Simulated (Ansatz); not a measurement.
MOCl3 with several metals: PBE-D4/def2-SVP single points in Ansatz on relaxed structures, gas phase. Core potentials for Nb, Ta, no spin–orbit coupling. Binding counts from free atoms in the multiplicity of their measured ground term, without zero-point energy. A dash marks a value that wasn't run or was left out as unsound. The structures are stationary points that may keep the symmetry of their start. Remarks come from the PBE and PBE0 runs and from stability tests at other levels; not every state was tested.

(1) Estimate the order by gap (eV), lowest first.
A. NbOCl3 (NbCl3O) (singlet)
B. TaOCl3 (TaCl3O) (singlet)
C. VOCl3 (VCl3O) (singlet)

(1) C (3.13), A (4.27), B (4.71).

In full:

```csv
species,atoms,state,geometry,HOMO (eV),LUMO (eV),gap (eV),binding per atom (eV),point group (within 0.1 Å),remarks
VOCl3 (VCl3O),5,singlet,PBE0-D4/def2-SVP,-8.13,-4.99,3.13,–,C3v,restricted SCF unstable in HF
TaOCl3 (TaCl3O),5,singlet,PBE-D4/def2-SVP,-8.26,-3.55,4.71,4.78,C3v,–
NbOCl3 (NbCl3O),5,singlet,PBE-D4/def2-SVP,-8.31,-4.04,4.27,4.65,C3v,–
```

The gap (eV) runs from 3.13 (VOCl3) to 4.71 (TaOCl3).
